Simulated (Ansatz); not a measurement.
Geometry optimisation, RKS PBE-D4/def2-SVP (Ansatz).

The input (input.yaml):

```yaml
crystal:
  periodic: [false, false, false]
  atoms:
    - { symbol: Ge, position_ang: [0.0, 0.0, 0.0] }
    - { symbol: H, position_ang: [0.0, 0.0, 1.55] }
    - { symbol: H, position_ang: [1.4616, 0.0, -0.5162] }
    - { symbol: F, position_ang: [-0.7913, 1.3709, -0.5594] }
    - { symbol: O, position_ang: [-0.8337, -1.4443, -0.5894] }
    - { symbol: H, position_ang: [-1.2883, -1.91, 0.183] }
basis:
  gaussian: { orbitals: def2-SVP }
hamiltonian:
  xc: pbe
  dispersion: d4
relax:
  f_tol: 0.02
  max_steps: 40
output:
  orbitals: {}
```

Command:

```bash
$ ansatz run input.yaml --threads 1 --pin off --max-ram 2048MiB --backend cpu --events-out ev --progress --plain --runs-dir out
```

Where does it end, and by what steps?

The forces met the threshold. After 8 steps the energy has fallen by 0.208 eV; H6 moved furthest, 0.36 Å.

```tsv
step	energy less start (eV)	largest force component (eV/Å)	accepted
0	0.0000	1.983	yes
1	-0.1390	0.979	yes
2	-0.1865	0.397	yes
3	-0.1915	0.435	yes
4	-0.2034	0.248	yes
5	-0.2070	0.247	yes
6	-0.2082	0.025	yes
7	-0.2082	0.033	yes
8	-0.2082	0.001	yes
```

```xyz
6
Properties=species:S:1:pos:R:3
Ge 0.086 -0.050 0.083
H 0.066 0.092 1.627
H 1.457 0.019 -0.617
F -0.908 1.275 -0.516
O -0.645 -1.581 -0.467
H -1.509 -1.738 -0.043
```

Whether the end is a true minimum wasn't checked by a vibrational analysis.

Run time: 14 s on 1 thread of Arm Neoverse V2 (shared host), peak memory 0.13 GiB.
